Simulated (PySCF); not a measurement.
C2H6GeN2, SMILES N1[CH2][Ge@@H]([NH2])[CH]=1.

Geometry: TPSSh-D3(BJ)/def2-SVP. The structure was generated by enumeration; whether it is a known compound was not checked. The values are those of a single conformer.

All values below come from TPSSh-D3(BJ)/def2-SVP in PySCF.

Frequencies are harmonic and unscaled.

Computed harmonic wavenumbers and intensities:
```
mode  ν (cm⁻¹)  IR (km/mol)  Raman (Å⁴/amu)  depolarisation  moving atoms (share of kinetic energy)
----  --------  -----------  --------------  --------------  --------------------------------------
1          103          3.9             2.0            0.72                 N 57 %, H 21 %, Ge 20 %
2          169          5.5             6.0            0.67         H 33 %, N 31 %, C 25 %, Ge 11 %
3          246         30.1             1.8            0.75                          H 82 %, N 10 %
4          336          3.8             1.5            0.56                  H 41 %, C 30 %, N 25 %
5          426          4.3            23.4            0.19          C 40 %, Ge 27 %, N 24 %, H 9 %
6          450        177.8             3.5            0.19                          H 71 %, N 25 %
7          547         23.1            13.8            0.75                 C 61 %, H 24 %, Ge 10 %
8          622         30.9            11.1            0.75                                  H 89 %
9          636         36.1             4.2            0.60                                  H 85 %
10         699         55.9            13.7            0.29                 N 58 %, H 23 %, Ge 17 %
11         751         52.3             5.4            0.61                          H 69 %, C 23 %
12         799         31.4             6.2            0.05                  C 37 %, N 35 %, H 28 %
13         900         45.5             4.6            0.75                          H 85 %, N 13 %
14         909          4.6             5.1            0.75                          H 83 %, C 16 %
15         950         11.1             7.0            0.15                  C 62 %, N 27 %, H 11 %
16        1138          6.2             3.4            0.64                          H 84 %, C 10 %
17        1160          0.8             3.7            0.44                          H 73 %, C 25 %
18        1260         22.7             4.9            0.18                  H 72 %, C 17 %, N 11 %
19        1435          0.7            22.7            0.66                           H 90 %, C 9 %
20        1552         17.7             7.4            0.68                           H 91 %, N 9 %
21        1623         19.1             4.8            0.27                          C 49 %, N 47 %
22        2111        184.4           225.0            0.24                                  H 99 %
23        3051         29.0           168.5            0.14                                  H 95 %
24        3108          9.9           121.8            0.74                          H 90 %, C 10 %
25        3115         35.5           244.2            0.32                           H 91 %, C 9 %
26        3516         12.7           173.7            0.13                                  H 96 %
27        3617         15.9            99.1            0.73                           H 91 %, N 9 %
```
